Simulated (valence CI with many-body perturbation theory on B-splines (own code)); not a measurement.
## Ir LXIII: electric-dipole lines

Level of theory: valence CI with perturbative core correlation (CI+MBPT): five valence electrons over a frozen Dirac-Fock core [Ne], radial functions for each j: 11 s, 11 p, 10 d, 8 f, 5 g, 2 h, with the one-electron correlation potential Σ1 (screened to all orders), the two-electron term Σ2, the three-electron term Σ3, Breit, model QED; selected single and double excitations, second order for the rest, scaled by the run's own slope (own B-spline code, finite nucleus).

The last digits are not significant, and no measured levels were compared; by estimate large intervals hold to a few tenths of a per cent, small ones and those within an open d or f shell to about a per cent. Among the levels kept, up to 3100 cm⁻¹ of a level comes from second order outside the variational space, and about a tenth of that is noise between levels of different J, which matters for small intervals.

Lines 1 to 50 of 577 in falling wavelength, among levels below 1556.8 eV, chosen from the strongest by gf and those to the six lowest levels. Wavelengths and rates use the calculated energies. Electric multipoles are in the length gauge, E1 and E2 with the static RPA response of the core. Weak lines are less certain than strong ones. Lines between different terms over intervals too small for the method are left out, as are lines whose strength nearly cancels. Where a level lies close to another of its J and parity, the split of strength between their lines is uncertain. The highest levels of a list are the least certain.

Levels are named by their leading jj configuration (3d3/2^4 stands for four electrons in 3d with j = 3/2), which in mixed levels can hold well under half, so a name can repeat and another be missing. Letters in brackets count levels of one name in rising energy.

| λ vac (Å) | Upper | Lower | A (s⁻¹) | S (a.u.) |
| --- | --- | --- | --- | --- |
| 90.66 | (3s 3p1/2 3p3/2 3d3/2^2) J=9/2 | (3s^2 3p3/2 3d3/2^2) J=7/2 | 6.95e+09 | 2.56e-02 |
| 84.60 | (3s 3p1/2 3p3/2 3d3/2^2) J=5/2 [d] | (3s^2 3p3/2 3d3/2^2) J=3/2 | 7.71e+09 | 1.38e-02 |
| 81.75 | (3s 3p1/2^2 3p3/2 3d3/2) J=7/2 | (3s^2 3p1/2 3p3/2 3d3/2) J=5/2 [b] | 8.99e+09 | 1.94e-02 |
| 80.37 | (3s 3p1/2^2 3d3/2 3d5/2) J=9/2 | (3s^2 3p1/2 3d3/2 3d5/2) J=7/2 [b] | 1.52e+10 | 3.89e-02 |
| 77.22 | (3s 3p1/2 3p3/2^2 3d3/2) J=9/2 | (3s^2 3p3/2^2 3d3/2) J=7/2 | 1.30e+10 | 2.95e-02 |
| 73.39 | (3s 3p1/2 3p3/2 3d3/2^2) J=7/2 [b] | (3s^2 3p3/2 3d3/2^2) J=7/2 | 1.53e+10 | 2.38e-02 |
| 72.53 | (3s 3p1/2^2 3p3/2 3d5/2) J=7/2 [a] | (3s^2 3p1/2 3p3/2 3d5/2) J=7/2 [b] | 8.02e+09 | 1.21e-02 |
| 72.34 | (3s 3p1/2^2 3p3/2 3d5/2) J=9/2 | (3s^2 3p1/2 3p3/2 3d5/2) J=9/2 | 1.25e+10 | 2.33e-02 |
| 71.76 | (3s 3p1/2^2 3p3/2 3d5/2) J=7/2 [a] | (3s^2 3p1/2 3p3/2 3d5/2) J=5/2 [b] | 1.19e+10 | 1.74e-02 |
| 71.37 | (3s 3p1/2^2 3p3/2^2) J=5/2 | (3s^2 3p1/2 3p3/2^2) J=5/2 | 1.12e+10 | 1.21e-02 |
| 69.78 | (3s 3p1/2^2 3d3/2^2) J=3/2 | (3s^2 3p1/2 3d3/2^2) J=5/2 | 1.74e+10 | 1.17e-02 |
| 69.66 | (3s 3p1/2 3p3/2^2 3d5/2) J=11/2 | (3s^2 3p3/2^2 3d5/2) J=9/2 | 2.31e+10 | 4.63e-02 |
| 68.50 | (3s 3p1/2^2 3d5/2^2) J=9/2 | (3s^2 3p1/2 3d5/2^2) J=9/2 | 2.01e+10 | 3.18e-02 |
| 68.28 | (3s 3p1/2 3p3/2^2 3d5/2) J=7/2 [e] | (3s^2 3p3/2^2 3d5/2) J=5/2 [b] | 2.24e+10 | 2.82e-02 |
| 68.23 | (3s 3p1/2 3p3/2^2 3d5/2) J=9/2 [b] | (3s^2 3p3/2^2 3d5/2) J=7/2 | 2.24e+10 | 3.51e-02 |
| 67.93 | (3s 3p1/2^2 3d3/2 3d5/2) J=7/2 [a] | (3s^2 3p1/2 3d3/2 3d5/2) J=5/2 [a] | 1.29e+10 | 1.59e-02 |
| 67.81 | (3s 3p1/2^2 3d5/2^2) J=9/2 | (3s^2 3p1/2 3d5/2^2) J=7/2 | 3.97e+10 | 6.11e-02 |
| 67.70 | (3s 3p1/2^2 3p3/2 3d3/2) J=7/2 | (3s^2 3p1/2 3p3/2 3d3/2) J=7/2 | 1.69e+10 | 2.07e-02 |
| 67.15 | (3s 3p1/2^2 3p3/2 3d3/2) J=5/2 [a] | (3s^2 3p1/2 3p3/2 3d3/2) J=5/2 [a] | 1.68e+10 | 1.51e-02 |
| 67.06 | (3s 3p1/2^2 3d3/2 3d5/2) J=3/2 [a] | (3s^2 3p1/2 3d3/2 3d5/2) J=1/2 | 1.84e+10 | 1.10e-02 |
| 67.05 | (3s 3p1/2^2 3p3/2 3d5/2) J=9/2 | (3s^2 3p1/2 3p3/2 3d5/2) J=7/2 [a] | 2.97e+10 | 4.42e-02 |
| 66.89 | (3s 3p1/2^2 3d5/2^2) J=5/2 | (3s^2 3p1/2 3d5/2^2) J=5/2 | 2.70e+10 | 2.40e-02 |
| 66.81 | (3s 3p1/2^2 3p3/2 3d5/2) J=5/2 [a] | (3s^2 3p1/2 3p3/2 3d5/2) J=5/2 [a] | 1.85e+10 | 1.64e-02 |
| 66.66 | (3s 3p1/2^2 3p3/2^2) J=5/2 | (3s^2 3p1/2 3p3/2^2) J=3/2 | 1.79e+10 | 1.57e-02 |
| 66.64 | (3s^2 3p1/2 3p3/2^2) J=5/2 | (3s^2 3p1/2^2 3d3/2) J=3/2 | 1.54e+08 | 1.35e-04 |
| 66.58 | (3s 3p1/2 3p3/2^3) J=5/2 | (3s^2 3p3/2^3) J=3/2 | 1.71e+10 | 1.50e-02 |
| 66.55 | (3s 3p1/2^2 3d5/2^2) J=5/2 | (3s^2 3p1/2 3d5/2^2) J=3/2 | 3.32e+10 | 2.90e-02 |
| 66.49 | (3p1/2^2 3p3/2^2 3d3/2) J=7/2 | (3s 3p1/2 3p3/2^2 3d3/2) J=7/2 [c] | 2.20e+10 | 2.55e-02 |
| 66.37 | (3s 3p1/2^2 3d3/2 3d5/2) J=7/2 [a] | (3s^2 3p1/2 3d3/2 3d5/2) J=7/2 [a] | 2.41e+10 | 2.78e-02 |
| 66.26 | (3s 3p1/2^2 3d3/2 3d5/2) J=5/2 [a] | (3s^2 3p1/2 3d3/2 3d5/2) J=5/2 [a] | 1.70e+10 | 1.46e-02 |
| 66.13 | (3s 3p1/2^2 3d3/2 3d5/2) J=3/2 [a] | (3s^2 3p1/2 3d3/2 3d5/2) J=3/2 [a] | 1.88e+10 | 1.07e-02 |
| 65.81 | (3s 3p1/2^2 3d3/2^2) J=5/2 | (3s^2 3p1/2 3d3/2^2) J=5/2 | 2.35e+10 | 1.98e-02 |
| 65.53 | (3s 3p1/2^2 3p3/2 3d5/2) J=5/2 [a] | (3s^2 3p1/2 3p3/2 3d5/2) J=3/2 [a] | 2.64e+10 | 2.20e-02 |
| 65.07 | (3s 3p1/2^2 3p3/2 3d5/2) J=7/2 [b] | (3s^2 3p1/2 3p3/2 3d5/2) J=5/2 [b] | 1.13e+10 | 1.23e-02 |
| 65.05 | (3s 3p1/2^2 3d5/2^2) J=1/2 | (3s^2 3p1/2 3d5/2^2) J=1/2 | 6.22e+10 | 1.69e-02 |
| 64.97 | (3s 3p1/2^2 3p3/2^2) J=1/2 | (3s^2 3p1/2 3p3/2^2) J=1/2 | 3.86e+10 | 1.05e-02 |
| 64.78 | (3s 3p1/2^2 3d3/2 3d5/2) J=5/2 [a] | (3s^2 3p1/2 3d3/2 3d5/2) J=7/2 [a] | 1.82e+10 | 1.46e-02 |
| 64.76 | (3s 3p1/2 3p3/2^2 3d3/2) J=5/2 [c] | (3s^2 3p3/2^2 3d3/2) J=5/2 | 1.35e+10 | 1.09e-02 |
| 64.65 | (3s 3p1/2^2 3d3/2 3d5/2) J=9/2 | (3s^2 3p1/2 3d3/2 3d5/2) J=9/2 | 2.45e+10 | 3.26e-02 |
| 64.38 | (3s 3p1/2^2 3p3/2 3d5/2) J=3/2 [b] | (3s^2 3p1/2 3p3/2 3d5/2) J=1/2 | 2.45e+10 | 1.29e-02 |
| 63.77 | (3s 3p1/2 3p3/2^2 3d3/2) J=7/2 [c] | (3s^2 3p3/2^2 3d3/2) J=7/2 | 2.51e+10 | 2.57e-02 |
| 63.30 | (3s 3p1/2 3p3/2^2 3d5/2) J=7/2 [d] | (3s^2 3p3/2^2 3d5/2) J=5/2 [a] | 1.66e+10 | 1.66e-02 |
| 63.08 | (3s 3p1/2^2 3p3/2 3d5/2) J=3/2 [b] | (3s^2 3p1/2 3p3/2 3d5/2) J=3/2 [b] | 3.10e+10 | 1.53e-02 |
| 62.64 | (3s 3p1/2^2 3d5/2^2) J=3/2 | (3s^2 3p1/2 3d5/2^2) J=5/2 | 4.93e+10 | 2.39e-02 |
| 62.58 | (3s 3p1/2^2 3p3/2 3d5/2) J=3/2 [a] | (3s^2 3p1/2 3p3/2 3d5/2) J=5/2 [a] | 2.68e+10 | 1.30e-02 |
| 61.85 | (3s 3p1/2^2 3d3/2 3d5/2) J=7/2 [b] | (3s^2 3p1/2 3d3/2 3d5/2) J=9/2 | 4.44e+10 | 4.15e-02 |
| 61.65 | (3s 3p1/2^2 3d5/2^2) J=7/2 | (3s^2 3p1/2 3d5/2^2) J=9/2 | 4.71e+10 | 4.36e-02 |
| 61.57 | (3s 3p1/2 3p3/2^2 3d5/2) J=3/2 [e] | (3s^2 3p3/2^2 3d5/2) J=3/2 | 2.20e+10 | 1.01e-02 |
| 61.52 | (3p1/2^2 3p3/2^2 3d3/2) J=3/2 | (3s 3p1/2 3p3/2^2 3d3/2) J=5/2 [d] | 2.29e+10 | 1.05e-02 |
| 61.11 | (3s 3p1/2 3p3/2^2 3d5/2) J=5/2 [f] | (3s^2 3p3/2^2 3d5/2) J=5/2 [b] | 2.40e+10 | 1.62e-02 |
